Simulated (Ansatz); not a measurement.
## Four-centre ligand exchange

Start structure (SiNH₇O₂, closed shell), relaxed at PBE0-D4/def2-TZVP:

Si1  (-0.112, -0.714, 0.115)
O2  (1.400, -0.555, -0.582)
H3  (0.068, -2.113, 0.694)
H4  (-1.252, -0.956, -0.818)
O5  (-0.474, 0.082, 1.541)
H6  (0.446, 1.847, -0.163)
N7  (-0.263, 1.284, -0.618)
H8  (1.932, -1.338, -0.432)
H9  (-0.466, -0.523, 2.285)
H10  (-0.106, 1.311, -1.618)
H11  (-1.173, 1.675, -0.404)
(Å)

The step: SiH₄O₂ ([OH][SiH2][OH]) + NH₃ → SiNH₅O ([NH2][SiH2][OH]) + H₂O; bonds formed: O2–H6; dative contacts that become bonds: Si1–N7; bonds broken: Si1–O2, H6–N7. Ansatz 0.2.0; basis: def2-TZVPP and def2-QZVPP; cores frozen in the correlated methods. Extrapolation: Hartree–Fock as exp(−7.88 √X), correlation as X^−2.97. Energies below are by CCSD(T) at an estimated basis limit (MP2 extrapolated from triple and quadruple zeta, plus CCSD(T) − MP2 in triple zeta).

Question: What are the electronic barrier and the energy of the step, from the start structure to the end structure? (An estimate is asked for; the value comes from the calculation.)

Answer: Computed: Barrier 1.439 eV; step energy 0.269 eV (uphill); reverse barrier, their difference, 1.170 eV. Barrier and step energy count from the start structure, the reverse barrier from the end structure.

The saddle point: One imaginary mode of 971i cm⁻¹.
```json
{"pair": "Si1–N7", "start (Å)": "2.13", "saddle (Å)": "1.87", "end (Å)": "1.74"}
{"pair": "O2–H6", "start (Å)": "2.62", "saddle (Å)": "1.30", "end (Å)": "0.98"}
{"pair": "Si1–O2", "start (Å)": "1.67", "saddle (Å)": "2.09", "end (Å)": "3.34"}
{"pair": "H6–N7", "start (Å)": "1.01", "saddle (Å)": "1.20", "end (Å)": "2.01"}
```

Zero-point energy (harmonic, PBE0-D4): ZPE is 2.341 eV at the start and 2.211 eV at the saddle, so the barrier goes from 1.439 to 1.310 eV.

No T1 diagnostic of these runs exceeds 0.012.

Labels in which every atom is bracketed show which atoms are joined, not bond orders.

For scale, one of the runs: CCSD(T)/def2-TZVPP, 233 basis functions, launched by `ansatz run in.yaml --threads 4 --pin off --events-out ev --progress --plain --max-ram 9574MiB`. Hardware: 4 CPU threads of an Arm Neoverse V2, shared host. Wall time 88 s; peak host memory 4.2 GiB.
